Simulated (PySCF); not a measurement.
Rigid-rotor lines calculated for a species of formula C6HF3N2 (commonest isotopes; PySCF 2.14.0, PBE0-D3(BJ)/def2-SVP geometry optimisation, gas phase), labelled J(Ka,Kc):

```csv
transition,MHz
"2(1,2) ← 1(1,1)",2380.4
"2(1,1) ← 1(1,0)",2650.0
"2(0,2) ← 1(0,1)",2501.4
"1(0,1) ← 0(0,0)",1257.6
"1(1,1) ← 0(0,0)",2176.3
```

(1) Find the rotational constants.

(2) What moments of inertia, asymmetry and inertial defect follow?

(3) Which dipole components do these lines need?

(4) Where do these fall, and of which type are they? 1(1,0) ← 1(0,1); 2(2,0) ← 1(1,1); 1(1,1) ← 1(0,1); 2(2,0) ← 2(1,1); 2(2,0) ← 1(1,0); 2(1,1) ← 1(0,1).

(5) Which structure gave them?

## Answers

(1) 1(0,1) ← 0(0,0) is B + C, 2(1,1) ← 1(1,0) is 3B + C and 2(1,2) ← 1(1,1) is B + 3C, so B − C is half the difference of the last two, 134.8 MHz. 1(1,1) ← 0(0,0) is A + C. A = 1614.9, B = 696.2, C = 561.4 MHz.

(2) I = 505379 MHz·u·Å² over each constant: Ia = 312.95, Ib = 725.89, Ic = 900.24 u·Å²; κ = (2B − A − C)/(A − C) = -0.744 (asymmetric top); Δ = Ic − Ia − Ib = -138.60 u·Å².

(3) μa and μb (a-type: ΔKa even, ΔKc odd; b-type: both odd). The calculation gives |μa| = 0.22 D, |μb| = 1.44 D, |μc| = 2.81 D.

(4) 
| transition | MHz | type | branch |
| --- | --- | --- | --- |
| 1(1,1) ← 1(0,1) | 919 | c | Q |
| 1(1,0) ← 1(0,1) | 1053 | b | Q |
| 2(2,0) ← 2(1,1) | 2770 | b | Q |
| 2(1,1) ← 1(0,1) | 3704 | c | R |
| 2(2,0) ← 1(1,0) | 5420 | c | R |
| 2(2,0) ← 1(1,1) | 5555 | b | R |

(5) `N#CC=C=C(C#N)C(F)(F)F`, point group C1. Three constants can't fix a structure by themselves; this is the one that was computed:
```xyz
12
C6HF3N2 angstrom
N      3.319    1.370    1.503
C      2.676    0.642    0.871
C      1.910   -0.275    0.090
C      0.641   -0.097   -0.183
C     -0.635    0.054   -0.461
C     -1.072    0.741   -1.637
N     -1.444    1.294   -2.584
C     -1.708   -0.512    0.460
F     -2.542    0.448    0.838
F     -2.409   -1.445   -0.175
F     -1.161   -1.054    1.539
H      2.422   -1.170   -0.290
```

PBE0-D3(BJ)/def2-SVP frequencies: not computed here. No vibrational averaging or centrifugal distortion is included, and the geometry carries the error of its method. Quadrupole hyperfine structure (14N) is left out.
